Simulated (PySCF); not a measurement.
# Core-level binding energies of `C=C[CH2][GeH2][SH]`

C₃H₈GeS.
Geometry (PBE0-D3(BJ)/def2-SVP, Å), atoms numbered from 1 in this order:
```
atom  x, y, z in Å
C1    -1.474    1.225   -0.516
C2    -1.220    0.013   -0.008
C3    -0.199   -0.290    1.029
Ge4    1.451   -0.989    0.199
S5     2.194    0.542   -1.233
H6    -2.219    1.368   -1.302
H7    -0.956    2.117   -0.148
H8    -1.767   -0.848   -0.414
H9    -0.551   -1.058    1.737
H10    0.085    0.607    1.600
H11    2.567   -1.188    1.240
H12    1.152   -2.321   -0.518
H13    0.944    0.807   -1.682
```

The calculation used delta-SCF UKS SCAN, pcX-2 on the ionised atom, pcseg-1 elsewhere, spin-free X2C (PySCF). Vertical ΔSCF values, vacuum level as zero.

Q: List the computed XPS lines with their assignment.

A: 
```csv
atom(s),environment,level,binding energy (eV),above the level's lowest (eV),count
C1,terminal =CH2 carbon,C 1s,290.12,0.00,1
C2,alkene CH carbon,C 1s,290.79,+0.67,1
C3,sp3 carbon bound to germanium,C 1s,290.62,+0.50,1
S5,sulfur bonded to Ge and H,S 1s,2476.66,0.00,1
```

The listed C 1s values span 0.67 eV, from C1 (bonded to C (double bond) and 2 H) to C2 (bonded to C (double bond), C and H).

Q: Which effective nuclear charge Zeff reproduces each element's mean 1s value in the hydrogen-like formula E = 13.606 eV × Zeff²?

A: C (Z = 6): mean 290.5 eV, Zeff = 4.62, Z − Zeff = 1.38; S (Z = 16): mean 2476.7 eV, Zeff = 13.49, Z − Zeff = 2.51. Means run over the listed sites, weighted by atom count.

Q: Which photon energy gives electrons from C 1s of C3 a kinetic energy of 50 eV, and what is their de Broglie wavelength?

A: hν = 290.62 + 50 = 340.62 eV, recoil neglected; λ = 12.264 Å/√(E/eV) = 1.73 Å.

Not every level is listed. No level of germanium is listed. Geometry: PBE0-D3(BJ)/def2-SVP, one conformer, isolated molecule.
